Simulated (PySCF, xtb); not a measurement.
C3H4O2Si, SMILES C#C[SiH2]C(=O)O. The values are those of a single conformer.

Harmonic wavenumbers (cm⁻¹) from xtb with GFN2-xTB at its own minimum, in rising order: 24, 82, 211, 215, 261, 431, 462, 489, 560, 654, 674, 681, 685, 702, 736, 745, 1108, 1206, 1758, 2200, 2260, 2277, 3353, 3374.

**Question.** What does PySCF with PBE0-D3(BJ)/def2-SVP give at its own minimum? (The exact figures need the calculation; the answer reports its results.)

**Answer.** 26, 92, 229, 230, 345, 380, 446, 628, 651, 712, 717, 749, 751, 774, 843, 928, 1192, 1351, 1852, 2170, 2264, 2268, 3474, 3738. Paired by order, the mean absolute difference is 78 cm⁻¹ and the zero-point energies are 36.0 and 38.3 kcal/mol.
